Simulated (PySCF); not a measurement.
The numbers below are computed, except where a source is named.
## Al2ClF5

Al2ClF5 is a molecule, neutral, singlet. The structure was relaxed in the gas phase by PBE0-D3(BJ)/def2-SVP. No frequency run checks that it is a minimum.

SMILES: [F][Al-]1([F])[F+][Al-]([F])([Cl])[F+]1

```xyz
8

F    -1.527    0.928   -1.943
Al   -0.135    0.255   -1.388
F     1.146   -0.157   -2.331
F     0.438    1.079    0.122
Al    0.072   -0.224    1.341
F    -1.241    0.219    2.231
Cl    1.783   -1.080    2.122
F    -0.489   -1.050   -0.182
```
Atom numbers follow the order of the file, from 1.

Shieldings: GIAO PBE0/pcSseg-2.  Core levels by delta-SCF with SCAN, pcX-2 on the ionised atom and pcseg-1 elsewhere, spin-free X2C (2p3/2 is the spin-free 2p value less a third of a first-order spin-orbit splitting); from the vacuum level, for chosen atoms.

**Question.** Give the shieldings and core levels atom by atom.

**Answer.** 
```tsv
atoms	bonded to	σ (ppm)	δ (ppm)	core level (eV)
F1	1 Al	390.5	-	1s 692.97
Al2	4 F	525.6	-	-
F3	1 Al	390.6	-	-
F4 F8	2 Al	344.4	-	1s 695.26
Al5	1 Cl + 3 F	499.4	-	2p3/2 83.87
F6	1 Al	368.5	-	1s 692.79
Cl7	1 Al	1027.7	-	2p3/2 206.95
```

Values are those of this one static structure; atoms that internal rotation interchanges would show their mean in an NMR spectrum.

**Question.** By CAM-B3LYP/def2-SVPD (TDDFT singlets, Tamm-Dancoff triplets, ionisation by delta-SCF), where does absorption start, and what does vertical ionisation take?

**Answer.** The lowest singlet lies at 7.78 eV (f 0.049), the strongest of the first 6 at 9.46 eV (f 0.051), the lowest triplet at 7.45 eV; vertical ionisation takes 13.03 eV.
